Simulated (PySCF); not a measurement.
Breaking a bond: LiNa, singlet.

Computed with CCSD(T) on UHF/cc-pVTZ, 1 core orbital frozen run with PySCF.

Problem. Relative to R = 2.93 Å, what are the energies at R = 2.49, 2.64, 4.39, 5.33 Å?

Solution. 12.4 kJ/mol at 2.49 Å, 4.4 kJ/mol at 2.64 Å, 51.9 kJ/mol at 4.39 Å, 76.3 kJ/mol at 5.33 Å.

The unrestricted determinant behind UCCSD(T) is spin-contaminated at 2.33 to 8.84 Å (<S²> up to 1.0, against 0.00 for a pure singlet).
